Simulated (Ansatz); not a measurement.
Frontier orbitals of CH$_{5}$Cl$_{3}$Si$_{2}$ (`Cl[SiH2]C[SiH](Cl)Cl`).

```xyz
11

Cl   -1.073   -1.741    2.620
Si   -0.881   -0.169    1.305
C     0.495   -0.543    0.099
Si    0.480    0.511   -1.420
Cl    2.204    0.256   -2.490
Cl    0.320    2.481   -0.879
H    -2.175   -0.022    0.596
H    -0.582    1.045    2.093
H     1.457   -0.432    0.609
H     0.411   -1.587   -0.223
H    -0.655    0.200   -2.311
```

The species carries charge 0 and has multiplicity 1. The geometry is a stationary point of PBE0-D4/def2-TZVP. It is one conformer, not always the lowest. Basis def2-TZVPP, the Gaussian-basis code of Ansatz.

Orbital energies of one run (eV). Highest occupied ones, from the top: -11.15, -11.48, -11.79, -11.87, -12.21, -12.38, -13.05, -13.22, -13.28, -13.94, -14.13, -14.60, -15.62, -17.68. Empty: 1.82, 2.28, 2.68, 2.88, 3.33, 3.64.

Problem. Which functional gave them?
A. ωB97X-V
B. r2SCANh
C. r2SCAN
D. HSE06 (plane-wave form)

Solution. A. HOMO energies: ωB97X-V -11.15, r2SCAN -7.81, HSE06 -8.40, r2SCANh -8.29 eV.
